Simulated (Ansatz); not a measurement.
Gas-phase electronic energies from Ansatz, PBE0-D4/def2-TZVP geometries. CCSD(T)/CBS adds triple-zeta CCSD(T) − MP2 to the extrapolated MP2 energy (def2 sets, frozen cores). DFT in def2-TZVPP. B3LYP here is the variant with VWN-RPA as its local correlation; programs differ in this. One conformer a species, not always the lowest.

Reaction (ligand exchange at the Si–S bond): `CO[SiH2]S[SiH3]` + CH₃NH₂ → `CN[SiH2]OC` + `[SiH3]S`

```tsv
level	ΔE (kcal/mol)
B3LYP-D4	1.6
ωB97M-V	1.7
B2PLYP	0.8
MP2/def2-TZVPP	2.2
CCSD/def2-TZVPP	0.7
CCSD(T)/def2-TZVPP	1.3
HF/def2-QZVPP	-0.8
HF/CBS(def2)	-0.8
```

Q: What does CCSD(T)/CBS give? (An estimate is asked.)

A: The calculation gave: +2.2 kcal/mol. The listed levels differ from it by -0.6, -0.5, -1.4, 0.0, -1.5, -0.9, -3.0, -3.0 kcal/mol.

Largest T1 diagnostic among the species: 0.012.

The D4 term adds +1.5 kcal/mol with B3LYP and +0.8 kcal/mol with PBE0; it sums over pairs of atoms, weighted by their polarisabilities, and B3LYP, whose exchange is more repulsive, gets the larger term. In def2-TZVPP, CCSD(T) changes the Hartree–Fock value by +2.0 kcal/mol (the triples alone add +0.6 kcal/mol) and MP2 by +2.8 kcal/mol.
